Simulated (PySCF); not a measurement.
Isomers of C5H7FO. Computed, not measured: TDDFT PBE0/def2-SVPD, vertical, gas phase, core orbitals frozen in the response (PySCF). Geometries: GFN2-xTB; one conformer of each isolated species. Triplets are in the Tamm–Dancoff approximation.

Problem. Rank by computed lowest singlet excitation energy, lowest first.
A. `C(=C)(F)C(CC)=O`
B. `CC/C=C\C(=O)F`
C. `C[C@@H]1C[C@@H]1C(=O)F`
D. `O=C1CC[C@@H](F)C1`

Solution. A (3.84 eV), D (4.30 eV), B (4.96 eV), C (6.04 eV).

```json
{"SMILES": "C=C(F)C(=O)CC", "S1 (eV)": "3.84", "T1 (eV)": "3.32", "α (au)": "64.8", "f (S1)": "0.000", "gap (eV)": "5.86", "LUMO (eV)": "-1.94", "S1 mainly": "H→L (98%)"}
{"SMILES": "O=C1CC[C@@H](F)C1", "S1 (eV)": "4.30", "T1 (eV)": "3.74", "α (au)": "59.1", "f (S1)": "0.000", "gap (eV)": "6.54", "LUMO (eV)": "-0.82", "S1 mainly": "H→L (98%)"}
{"SMILES": "CC/C=C\\C(=O)F", "S1 (eV)": "4.96", "T1 (eV)": "3.58", "α (au)": "65.2", "f (S1)": "0.001", "gap (eV)": "6.35", "LUMO (eV)": "-1.99", "S1 mainly": "H-1→L (93%)"}
{"SMILES": "C[C@@H]1C[C@@H]1C(=O)F", "S1 (eV)": "6.04", "T1 (eV)": "5.49", "α (au)": "60.5", "f (S1)": "0.002", "gap (eV)": "8.21", "LUMO (eV)": "-0.59", "S1 mainly": "H-1→L (54%)"}
```

H and L stand for HOMO and LUMO.

- `C=C(F)C(=O)CC`: Löwdin shares by element: HOMO oxygen 59%, carbon 31% or more; LUMO carbon 61% or more, oxygen 22% (atoms not listed hold the other 17%).
- `O=C1CC[C@@H](F)C1`: S1 has the pattern of n→π* at C=O.
- `CC/C=C\C(=O)F`: Löwdin shares by element: HOMO carbon 68% or more, oxygen 10% (atoms not listed hold the other 21%); LUMO carbon 65% or more, oxygen 16% (atoms not listed hold the other 19%).
- `C[C@@H]1C[C@@H]1C(=O)F`: Löwdin shares by element: HOMO carbon 46% or more, oxygen 24% (atoms not listed hold the other 30%); LUMO carbon 44% or more, oxygen 28%, fluorine 10% (atoms not listed hold the other 18%).
